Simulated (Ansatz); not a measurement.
The first iterations of a band of BCl2H4NO + FH (11 atoms, charge 0, multiplicity 1).

These are results of RKS BHLYP/def2-SVP (Ansatz), not measurements.

| Quantity | Value |
| --- | --- |
| movable images | 4 |
| climbing image | no |
| spring | 5.0 eV/Å² |
| optimiser | quadratic models (default) |
| start path | through a guess of the saddle point |
| force threshold | 0.05 eV/Å |
| iteration limit | 60 |
| end points | relaxed |

Image 0:

```xyz
11
Properties=species:S:1:pos:R:3
B 0.182 -0.812 -0.134
O 1.245 0.091 -0.409
Cl -0.739 -1.366 -1.637
Cl 0.688 -2.228 0.940
H -0.920 0.994 0.301
N -0.854 0.060 0.721
H 0.673 1.562 -0.706
F 0.029 2.252 -0.648
H 1.988 -0.330 -0.834
H -0.524 0.155 1.676
H -1.767 -0.380 0.731
```

Image 5:

```xyz
11
Properties=species:S:1:pos:R:3
B 0.188 -0.813 -0.125
O 0.823 0.091 -1.020
Cl -0.645 -2.224 -0.982
Cl 1.268 -1.372 1.265
H -0.602 0.991 0.763
N -0.975 0.061 0.545
H 0.896 1.562 -0.381
F 0.615 2.253 0.201
H 1.493 -0.328 -1.555
H -1.312 -0.385 1.391
H -1.749 0.164 -0.103
```

| iteration | highest image above the first end (eV) | largest band force component (eV/Å) |
| --- | --- | --- |
| 1 | 1.755 | 11.859 |
| 2 | 0.783 | 2.955 |
| 3 | 0.496 | 1.223 |
| 4 | 0.342 | 1.179 |

Does the band converge within its limit, and where does its top end?

It converged. It ended after 13 iterations with the highest image 0.042 eV above the first end. No image climbed, so the highest image needn't sit at the top of the path.

The run took 2.6 min on 2 threads of AMD EPYC 7R13 Processor (Zen 3), on a shared host, peak memory 0.32 GiB.
